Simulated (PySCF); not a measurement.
**Correlation energy of Li⁺ (lithium, charge +1)**

1s2, closed-shell 1S. Computed with PySCF 2.14 in ANO-RCC-VTZP, with the spin-free X2C one-electron Hamiltonian (Gaussian nucleus). Frozen: nothing; 2 electrons correlated.

With two correlated electrons CCSD is exact within the correlated space (frozen core and kept virtual orbitals).

```json
{"level": "CCSD", "correlation energy (mhartree)": "-35.76"}
```

Diagnostics: T1 = 0.00052, D1 = 0.0007, largest double amplitude 0.031.

Cost of the coupled-cluster step: about 0.08 core-seconds, for 2 correlated electrons.

Iterations:

```
CC2 = 0
CCSD nocc = 1, nmo = 30
frozen orbitals []
max_cycle = 100
direct = 0
conv_tol = 1e-08
conv_tol_normt = 1e-06
diis_space = 8
diis_start_cycle = 0
Init t2, MP2 energy = -7.26771189092025  E_corr(MP2) -0.0306533676844422
Init E_corr(CCSD) = -0.0306533676844422
cycle = 1  E_corr(CCSD) = -0.0350301296252239  dE = -0.00437676194  norm(t1,t2) = 0.00663901
cycle = 2  E_corr(CCSD) = -0.0356530423781786  dE = -0.000622912753  norm(t1,t2) = 0.000970903
cycle = 3  E_corr(CCSD) = -0.0357576589940527  dE = -0.000104616616  norm(t1,t2) = 0.000152486
cycle = 4  E_corr(CCSD) = -0.0357575190109163  dE = 1.39983136e-07  norm(t1,t2) = 1.12078e-05
cycle = 5  E_corr(CCSD) = -0.0357573923117396  dE = 1.26699177e-07  norm(t1,t2) = 1.2661e-06
cycle = 6  E_corr(CCSD) = -0.035757390564313  dE = 1.74742659e-09  norm(t1,t2) = 6.7751e-08
CCSD converged
E(CCSD) = -7.27281591380012  E_corr = -0.03575739056431301
```
